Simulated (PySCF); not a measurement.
**Gas-phase XPS of `BB(N)N`, computed**

Species: B₂H₆N₂.
SMILES with atom numbers: `[BH2:1][B:2]([NH2:3])[NH2:4]`

Geometry (PBE0-D3(BJ)/def2-SVP, Å), atoms numbered from 1 in this order:
```
atom  x, y, z in Å
B1     1.4457   -0.6098    0.0337
B2    -0.1283    0.0364   -0.1212
N3    -0.3086    1.4374   -0.2614
N4    -1.2528   -0.8301   -0.1094
H5     2.1086   -0.9545   -0.9241
H6     1.9873   -0.7608    1.1105
H7     0.4517    2.0996   -0.2747
H8    -1.2155    1.8759   -0.3567
H9    -2.2073   -0.5054   -0.1965
H10   -1.1853   -1.8317   -0.0139
```

Method used: delta-SCF UKS SCAN, pcX-2 on the ionised atom, pcseg-1 elsewhere, spin-free X2C (PySCF 2.14.0). Binding energies are ΔSCF values: E(core-ionised, relaxed orbitals) − E(ground state) at a fixed geometry, referred to the vacuum level.

Problem. List the computed XPS lines with their assignment.

Solution. 
```tsv
atom(s)	environment	level	binding energy (eV)	count
B2	three-coordinate boron	B 1s	195.19	1
N3/N4	boron-bound nitrogen	N 1s	404.64	2
```

Problem. Express the binding energy of B 1s of B2 in atomic units and per mole.

Solution. 195.19 eV = 7.1731 Eh = 18833 kJ/mol.

The first atom of each set that the bonding makes equivalent was ionised and stands for the set. The list is incomplete; no value stands for B 1s of B1. Geometry: PBE0-D3(BJ)/def2-SVP; no solvent, vibrations or thermal averaging.
